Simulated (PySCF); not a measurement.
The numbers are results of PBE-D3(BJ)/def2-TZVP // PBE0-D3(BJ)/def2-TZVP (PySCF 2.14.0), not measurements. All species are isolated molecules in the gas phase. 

Reference species (SMILES): `[Al]([I])([I])[I]` (neutral, multiplicity 1).

The HOMO is -6.61 eV and the dipole moment is 0.00 D.

Changed species: `[AlH]([I])[I]` (whole molecule; the reference has whole molecule).

Predict the effect on the HOMO and dipole moment.

the HOMO falls by 0.07 eV, to -6.68 eV; the dipole moment goes up by 0.44 D, to 0.44 D.
